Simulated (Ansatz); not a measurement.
Consider the formal exchange of groups at the In–C bond: `C=C[CH2][InH2]` + `C=CF` → `C=[CH][InH2]` + `C=CCF`.

Isolated molecules relaxed with PBE0-D4/def2-TZVP in Ansatz; ΔE leaves out vibrations. CCSD(T)/CBS is the MP2 limit (def2-TZVPP, def2-QZVPP) plus CCSD(T) − MP2 in def2-TZVPP, frozen cores. This one scheme is used for every species. DFT in def2-TZVPP. def2 core potentials past Kr. For In outer-core shells are correlated without core-valence functions, which leaves a few kJ/mol of doubt a bond. One conformer a species, not always the lowest.

`C=C[CH2][InH2]`:

```xyz
11

C    -0.377    0.156    1.481
C    -0.513    0.751    0.277
C     0.534    0.894   -0.738
In    0.295   -1.281   -1.023
H     0.597   -0.132    1.866
H    -1.229    0.012    2.132
H    -1.521    1.025   -0.031
H     1.533    1.077   -0.349
H     0.284    1.549   -1.566
H    -1.108   -1.855   -1.827
H     1.505   -2.195   -0.221
```

`C=CF`:

```xyz
6

C     0.117    0.582   -0.374
C    -0.083   -0.474    0.386
F    -0.500   -1.643   -0.108
H    -0.049    0.549   -1.443
H     0.455    1.503    0.079
H     0.061   -0.516    1.460
```

`C=[CH][InH2]`:

Cartesian coordinates in Å:
```
C 0.755 -0.582 1.115
C 0.294 -0.681 -0.131
In -0.864 0.886 -1.005
H 0.565 0.290 1.736
H 1.347 -1.368 1.583
H 0.528 -1.588 -0.685
H -1.474 0.782 -2.614
H -1.151 2.262 0.000
```

`C=CCF`:

Z-matrix (Å, degrees):
```
C
C 1 1.487
F 1 1.377 2 112.0
H 1 1.097 2 110.6 3 120.4
H 1 1.097 2 110.6 3 -120.4
C 2 1.323 1 124.9 3 -0.0
H 2 1.088 1 114.5 3 -180.0
H 6 1.083 2 121.1 1 180.0
H 6 1.083 2 121.1 1 -0.0
```

Question: Is it downhill or uphill in electronic energy at CCSD(T)/CBS, and by how much? (Estimate.)

Answer: Computed: Uphill: ΔE = +4.9 kcal/mol.

Question: What do these levels give: B97M-V, r2SCAN0-D4, PBE-QIDH, HF/def2-SVP, MP2/def2-QZVPP, HF/CBS(def2)? (An estimate is asked.)

Answer: Ansatz gave: B97M-V 6.0, r2SCAN0-D4 5.7, PBE-QIDH 4.8, HF/def2-SVP -4.4, MP2/def2-QZVPP 6.5, HF/CBS(def2) -3.2 kcal/mol.

Largest T1 diagnostic among the species: 0.013.

From r2SCAN to r2SCAN0 (25 % exact exchange), in def2-TZVPP and without D4, ΔE moves by −1.3 kcal/mol. The D4 term adds +1.0 kcal/mol with B3LYP and +0.5 kcal/mol with PBE0; it sums over pairs of atoms, weighted by their polarisabilities, and B3LYP, whose exchange is more repulsive, gets the larger term. In def2-TZVPP, CCSD(T) changes the Hartree–Fock value by +6.8 kcal/mol (the triples alone add +1.3 kcal/mol) and MP2 by +8.9 kcal/mol.

B3LYP here is the variant with VWN-RPA as its local correlation; programs differ in this.
